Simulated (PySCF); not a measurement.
Isomers of C7H16FNSi. Level of theory: PBE0-D3(BJ)/def2-SVP geometry optimisation, gas phase (PySCF 2.14.0). Energies are electronic, without zero-point or thermal terms, for one conformer each. No frequencies were run at this level. Point groups hold within 0.08 Å.

Question: Rank from lowest to highest electronic energy at this level (kJ/mol).
A. `[CH3:1][CH2:2][CH2:3][Si@@H:4]([NH:5][CH3:6])[C@@H:7]1[CH2:8][C@H:9]1[F:10]` with C1–C2–C3–Si4 -179°, C2–C3–Si4–N5 -174°, C3–Si4–N5–C6 173°, C3–Si4–C7–C8 152°
B. `[CH3:1][CH:2]([CH3:3])[Si@@:4]1([CH3:5])[NH:6][CH2:7][CH2:8][C@H:9]1[F:10]` with C1–C2–Si4–C5 63°, C2–Si4–N6–C7 108°, Si4–N6–C7–C8 27°, N6–C7–C8–C9 -42°, C7–C8–C9–F10 -78°

Answer: B (0.0), A (122.7).

As drawn, the higher has a three-membered ring, which the lower lacks.

| SMILES | E (Eh) | E rel (kJ/mol) | dipole (D) | point group | A, B, C (MHz) |
| --- | --- | --- | --- | --- | --- |
| CC(C)[Si@@]1(C)NCC[C@H]1F | -719.50973 | 0.0 | 1.58 | C1 | 1540, 883.8, 774.6 |
| CCC[Si@@H](NC)[C@@H]1C[C@H]1F | -719.46302 | 122.7 | 2.02 | C1 | 999.6, 841.9, 482.2 |

Question: How do the relative energies change in single points at PBE0/pcSseg-1 (no added dispersion term) on the same geometries?

Answer: 
```json
{"SMILES": "CC(C)[Si@@]1(C)NCC[C@H]1F", "PBE0-D3(BJ)/def2-SVP (kJ/mol)": "0.0", "PBE0/pcSseg-1 (kJ/mol)": "0.0", "shift": "0.0"}
{"SMILES": "CCC[Si@@H](NC)[C@@H]1C[C@H]1F", "PBE0-D3(BJ)/def2-SVP (kJ/mol)": "122.7", "PBE0/pcSseg-1 (kJ/mol)": "119.5", "shift": "-3.2"}
```

Each column counts from its own lowest isomer. The order is unchanged; the largest shift is 3.2 kJ/mol.
